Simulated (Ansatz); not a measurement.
Calculated with Ansatz (gas phase, PBE0-D4/def2-TZVP geometries, no zero-point term in ΔE). CBS: MP2 limit from def2 TZ/QZ plus the TZ coupled-cluster correction, frozen cores. This one scheme is used for every species. Functionals use def2-TZVPP. No spin–orbit coupling; open shells (•) take unrestricted orbitals. Each species was taken in one conformer, which may not be the lowest.

Consider the homolysis of the Al–B bond: `[BH2][AlH][O][SiH3]` → `[AlH][O][SiH3]`• + `[BH2]`•.

`[BH2][AlH][O][SiH3]`:

```xyz
10

B     2.532   -0.173   -0.046
Al    0.686   -0.683   -0.959
O    -0.735   -0.119   -0.240
Si   -1.998    0.496    0.570
H     3.044   -0.848    0.803
H     3.152    0.811   -0.341
H     0.520   -1.559   -2.274
H    -2.857   -0.602    1.090
H    -1.532    1.317    1.722
H    -2.813    1.360   -0.325
```

`[AlH][O][SiH3]`•:

Z-matrix (Å, degrees):
```
Si
O 1 1.627
H 1 1.488 2 110.3
H 1 1.487 2 110.0 3 119.9
H 1 1.487 2 110.2 3 -120.1
Al 2 1.689 1 169.6 3 45.7
H 6 1.609 2 116.0 1 -175.6
```

`[BH2]`•:

Cartesian coordinates in Å:
```
B -0.023 -0.297 0.161
H 0.788 -0.251 -0.710
H -0.766 0.549 0.549
```

| level | ΔE (kcal/mol) |
| --- | --- |
| LC-ωPBE | 76.0 |
| MP2/def2-QZVPP | 77.6 |

Problem. What does CCSD(T)/CBS give? (Best estimate.)

Solution. The calculation gave: +80.2 kcal/mol. The listed levels differ from it by -4.2, -2.6 kcal/mol.

Largest T1 diagnostic among the species: 0.015.

Leaving LDA and LC-ωPBE aside and taking each functional with its dispersion term where it has one, the values, not all of them listed here, spread over 8.5 kcal/mol, from r2SCANh-D4 to ωB97M-V. LDA lies +10.3 kcal/mol from PBE without D4, its usual overbinding. At CCSD(T), def2-SVP lies −3.0 kcal/mol from the extrapolated value and def2-TZVPP −2.2 kcal/mol: correlation converges slowly with the basis, and small sets miss more of it in the bonded molecule than in its fragments.
